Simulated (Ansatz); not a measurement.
`NC(F)[SeH]` and `COC(F)[SeH]` differ in one atom or group.

Ansatz, PBE0-D4/def2-TZVP geometries, multiplicity 1. Each molecule was computed in one conformer, which needn't be the lowest.

Scalar relativity is left out up to krypton.

```
                                        property  `NC(F)[SeH]`
           LUMO energy (ωB97M-V/def2-TZVPP) / eV          1.58
             LUMO energy (B3LYP/def2-TZVPP) / eV         -0.52
  size of the dipole moment (PBE/def2-TZVPP) / D          1.92
             HOMO energy (B3LYP/def2-TZVPP) / eV         -6.66
              HOMO energy (PBE0/def2-TZVPP) / eV         -6.88
size of the dipole moment (B3LYP/def2-TZVPP) / D          2.00
```

(1) Give the same properties after the change, and the shifts. (Estimate.)

Results:

(1) Ansatz gave: 
| property | `COC(F)[SeH]` | shift |
| --- | --- | --- |
| LUMO energy (ωB97M-V/def2-TZVPP) / eV | 1.77 | 0.19 |
| LUMO energy (B3LYP/def2-TZVPP) / eV | -0.45 | 0.07 |
| size of the dipole moment (PBE/def2-TZVPP) / D | 2.56 | 0.64 |
| HOMO energy (B3LYP/def2-TZVPP) / eV | -6.67 | -0.01 |
| HOMO energy (PBE0/def2-TZVPP) / eV | -6.91 | -0.03 |
| size of the dipole moment (B3LYP/def2-TZVPP) / D | 2.63 | 0.63 |

Dipoles are sizes alone; their direction can turn.

B3LYP here is the variant with VWN-RPA as its local correlation; programs differ in this.

Spin–orbit coupling is left out; it splits and shifts lone-pair levels of the heavy atoms by tenths of an eV.
